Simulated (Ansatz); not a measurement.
Nb (SMILES [Nb]), sextet (core potentials on Nb); Ansatz (a quantum-chemistry and plane-wave program) with CAM-B3LYP/def2-SVP.

Ansatz was given this input:
Ansatz 0.2 input:
```yaml
crystal:
  periodic: [false, false, false]
  atoms:
    - {symbol: Nb, position_ang: [0.00000000, 0.00000000, 0.00000000]}
basis:
  gaussian:
    orbitals: def2-SVP
hamiltonian:
  xc: cam_b3lyp
magnetization: {spin_polarized: true, initial_magnetization: 5}
```

It wrote (shortened):

```
Functional definition: CAM-B3LYP
211 factors; integrals over basis functions are off by at most 2.4e-4 eV
78 factors; integrals over basis functions are off by at most 1.6e-4 eV
mean field evaluation 1: about -1543.5659 eV, gradient 1.1e1 eV
mean field evaluation 2: about -1544.1211 eV, gradient 6.8e0 eV
mean field evaluation 4: about -1544.3902 eV, gradient 1.7e-1 eV
mean field evaluation 8: about -1544.3910 eV, gradient 8.4e-3 eV
mean field evaluation 16: about -1544.3970 eV, gradient 4.8e-1 eV
mean field evaluation 32: about -1544.3910 eV, gradient 3.1e-3 eV
mean field evaluation 64: about -1544.3881 eV, gradient 1.3e0 eV
mean field -1544.40248255 eV, -56.7557444001 hartree, gradient 2.2e-6 eV, S^2 8.750664; 8 other end points of the search recorded, 0 dependent functions left out
reference -1544.40256239 eV, -56.7557473342 hartree; 9, 4 occupied and 22, 27 virtual orbitals, 211 factors
Total energy: -1544.40256239 eV, -56.7557473342 hartree
```
